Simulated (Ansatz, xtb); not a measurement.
# Relative energy of two isomers of C5H8F2O

We compare X, `C[C@@]1(F)C[C@@H](F)CO1`, a singlet, with Y, `F[C@@H]1CCC[C@H](F)O1`, a singlet. Both are isolated molecules in the gas phase, relaxed with r2SCAN-D4/def2-SVP; the shapes shown needn't be the lowest conformers.

X (Å):

```yaml
atoms:
  - { symbol: C, position_ang: [0.6805, -0.7021, -1.7574] }
  - { symbol: C, position_ang: [-0.3802, -0.3708, -0.7422] }
  - { symbol: C, position_ang: [-0.1396, -0.8059, 0.7189] }
  - { symbol: C, position_ang: [-0.4531, 0.4448, 1.5366] }
  - { symbol: C, position_ang: [-1.1974, 1.3154, 0.5378] }
  - { symbol: F, position_ang: [-1.5754, -0.9867, -1.1563] }
  - { symbol: F, position_ang: [0.7345, 1.0742, 1.8905] }
  - { symbol: O, position_ang: [-0.5925, 1.0011, -0.7117] }
  - { symbol: H, position_ang: [0.8107, -1.7911, -1.8266] }
  - { symbol: H, position_ang: [0.3714, -0.3141, -2.7381] }
  - { symbol: H, position_ang: [1.6329, -0.2355, -1.4698] }
  - { symbol: H, position_ang: [0.9019, -1.1072, 0.9004] }
  - { symbol: H, position_ang: [-0.8015, -1.6483, 0.9633] }
  - { symbol: H, position_ang: [-1.0202, 0.2510, 2.4624] }
  - { symbol: H, position_ang: [-2.2755, 1.0669, 0.5277] }
  - { symbol: H, position_ang: [-1.0648, 2.3880, 0.7346] }
```

Y (Å):

```xyz
16

C    -0.9303   -0.9886   -0.8215
C     0.4744   -1.1642   -1.3684
C     1.3468   -1.9009   -0.3558
C     1.3090   -1.1423    0.9680
C    -0.1253   -0.9679    1.4320
F    -1.5455   -2.2263   -0.7980
F    -0.6087   -2.2024    1.8234
O    -0.9655   -0.4224    0.4565
H    -1.5503   -0.3246   -1.4466
H     0.4067   -1.7027   -2.3266
H     0.8893   -0.1625   -1.5776
H     0.9507   -2.9187   -0.2047
H     2.3800   -1.9999   -0.7239
H     1.8671   -1.6642    1.7610
H     1.7563   -0.1396    0.8503
H    -0.2132   -0.2904    2.2976
```

Quicker runs give these differences E(Y) − E(X): GFN2-xTB −0.099 eV; HF/STO-3G −0.113 eV (at GFN2-xTB geometries); r2SCAN-D4/def2-SVP//GFN2-xTB −0.242 eV.

Problem. Estimate E(Y) − E(X) at the level CCSD(T)/def2-SVP + ΔMP2/def2-TZVPP.

Solution. Calculated at CCSD(T)/def2-SVP + ΔMP2/def2-TZVPP: E(Y) − E(X) = −0.125 eV, so structure Y lies lower.

The same difference at several levels:

```
                             level            geometry  E(Y) − E(X) (eV)  departure from the last row (eV)  job, with rough time for the two
                          GFN2-xTB            GFN2-xTB              −0.099                            +0.026              optimisation, 0.19 s
                         HF/STO-3G            GFN2-xTB              −0.113                            +0.012              single point, 0.44 s
      r2SCAN-D4/def2-SVP//GFN2-xTB            GFN2-xTB              −0.242                            −0.117               single point, 4.2 s
                r2SCAN-D4/def2-SVP  r2SCAN-D4/def2-SVP              −0.217                            −0.092                optimisation, 59 s
                       HF/def2-SVP  r2SCAN-D4/def2-SVP              −0.225                            −0.100           part of the CCSD(T) run
                      MP2/def2-SVP  r2SCAN-D4/def2-SVP              −0.240                            −0.115           part of the CCSD(T) run
                  CCSD(T)/def2-SVP  r2SCAN-D4/def2-SVP              −0.221                            −0.096                      single point
CCSD(T)/def2-SVP + ΔMP2/def2-TZVPP  r2SCAN-D4/def2-SVP              −0.125                                               single point, 2.1 min
```

As drawn, both hold the same kinds of bond in the same numbers. Structure X has 1 methyl group, Y 0. Structure X has a 5-membered ring, Y a 6-membered ring.

The levels shown agree on the order. The largest departure from CCSD(T)/def2-SVP + ΔMP2/def2-TZVPP is that of r2SCAN-D4/def2-SVP//GFN2-xTB, 0.117 eV. The last row adds to CCSD(T) the change of the MP2 difference between the two basis sets, here +0.096 eV.

With thermal terms from frequencies at re-optimised GFN2-xTB minima (ideal gas, soft modes damped towards free rotors, one conformer each, 298.15 K, 1 atm): on the last row, ΔE + ΔZPE = −0.067, ΔH = −0.087, ΔG = −0.042 eV.

The correlated steps freeze 8 core orbitals. Programs: Ansatz 0.2.0, xtb 6.7.1; the last row on 4 threads of Arm Neoverse V1 on a shared host.
